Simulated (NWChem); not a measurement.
System: NH3Se2; SMILES N[Se][SeH]

The following NWChem deck was run.

```
start job
memory heap 200 mb stack 900 mb global 1100 mb
geometry units angstroms noautoz
  Se    -0.394839    -0.941429     0.014451
  N      1.234878    -1.799983     0.015758
  H      1.793762    -1.593621     0.852680
  H      1.788124    -1.608743    -0.828357
  Se    -0.010602     1.409954     0.042453
  H      0.065880     1.600043    -1.435558
end
basis spherical
  Se library aug-pcseg-1
  N library aug-pcseg-1
  H library aug-pcseg-1
end
dft
  xc hfexch
  iterations 150
  mulliken
end
task dft energy
```

The geometry was optimised at PBE-D3(BJ)/def2-SVP.

### Question
Give the results of this calculation. (Hartree-Fock/aug-pcseg-1.) Quantities: basis functions; energy (Ha); highest occupied level (eV); orbital gap (eV); dipole (D).

### Answer
```
Quantity                        Value
---------------------------  --------
number of basis functions         122
energy (Ha)                  -4855.24
highest occupied level (eV)     -9.70
orbital gap (eV)                10.47
dipole (D)                       1.70
```
